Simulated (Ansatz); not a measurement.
`CO[SiH](F)[O][GeH3]` + `[CH3][Ga]([NH2])[OH]` → `C[O][Ga]([CH3])[NH2]` + `O[SiH](F)[O][GeH3]`  (substitution at a C–O bond)

Program: Ansatz. Geometries: PBE0-D4/def2-TZVP. ΔE: electronic, gas phase. CCSD(T)/CBS adds triple-zeta CCSD(T) − MP2 to the extrapolated MP2 energy (def2 sets, frozen cores). DFT in def2-TZVPP. For Ga, Ge outer-core shells are correlated without core-valence functions, which leaves a few kJ/mol of doubt a bond. Scalar relativity is left out up to krypton. One conformer a species, not always the lowest.

| level | ΔE (kJ/mol) |
| --- | --- |
| ωB97M-V | 4.4 |
| B2PLYP | 4.3 |
| PBE-QIDH | 3.6 |
| PBE | 3.2 |
| r2SCAN | 3.3 |
| r2SCAN0 | 3.4 |
| HF/def2-QZVPP | 5.8 |
| MP2/def2-QZVPP | 4.3 |

(1) What does CCSD(T)/CBS give? (An estimate is asked.)

Largest T1 diagnostic among the species: 0.013.

Results:

(1) Ansatz gave: +4.1 kJ/mol. The listed levels differ from it by 0.3, 0.2, -0.5, -0.9, -0.8, -0.7, 1.7, 0.2 kJ/mol.

Leaving LDA and LC-ωPBE aside and taking each functional with its dispersion term where it has one, the values, not all of them listed here, spread over 2.1 kJ/mol, from revPBE-D4 to ωB97X-V.
